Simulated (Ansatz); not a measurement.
`N[Si]([SiH3])(Cl)O[SiH3]` + `C=CC(=C)C` → `C=C(C)[SiH3]` + `C=C[Si](N)(Cl)O[SiH3]`  (formal exchange of groups at the Si–Si bond)

Calculated with Ansatz (gas phase, PBE0-D4/def2-TZVP geometries, no zero-point term in ΔE). CCSD(T)/CBS adds triple-zeta CCSD(T) − MP2 to the extrapolated MP2 energy (def2 sets, frozen cores). DFT in def2-TZVPP. B3LYP here is the variant with VWN-RPA as its local correlation; programs differ in this. Each species was taken in one conformer, which may not be the lowest.

| level | ΔE (kJ/mol) | difference from CCSD(T)/CBS |
| --- | --- | --- |
| PBE-D4 | 1.9 | 19.2 |
| r2SCAN-D4 | -7.1 | 10.2 |
| PBE0-D4 | -4.5 | 12.8 |
| B3LYP-D4 | -12.1 | 5.2 |
| ωB97X-V | -16.5 | 0.8 |
| ωB97M-V | -24.0 | -6.7 |
| B2PLYP | -15.7 | 1.6 |
| PBE | 2.8 | 20.1 |
| r2SCAN | -6.8 | 10.5 |
| PBE0 | -3.7 | 13.6 |
| B3LYP | -10.6 | 6.7 |
| HF/def2-TZVPP | -27.2 | -9.9 |
| MP2/def2-TZVPP | -21.4 | -4.1 |
| SCS-MP2/def2-TZVPP | -23.0 | -5.7 |
| CCSD/def2-TZVPP | -20.2 | -2.9 |
| CCSD(T)/def2-TZVPP | -17.9 | -0.6 |
| HF/def2-QZVPP | -27.5 | -10.2 |
| MP2/def2-QZVPP | -21.2 | -3.9 |
| SCS-MP2/def2-QZVPP | -23.0 | -5.7 |
| HF/CBS(def2) | -27.6 | -10.3 |
| MP2/CBS(def2) | -20.8 | -3.5 |
| CCSD/CBS(def2) | -19.5 | -2.2 |
| CCSD(T)/CBS | -17.3 | 0 |

Largest T1 diagnostic among the species: 0.012.

From PBE to PBE0 (25 % exact exchange), in def2-TZVPP and without D4, ΔE moves by −6.5 kJ/mol. In def2-TZVPP, CCSD(T) changes the Hartree–Fock value by +9.3 kJ/mol (the triples alone add +2.3 kJ/mol) and MP2 by +5.8 kJ/mol.
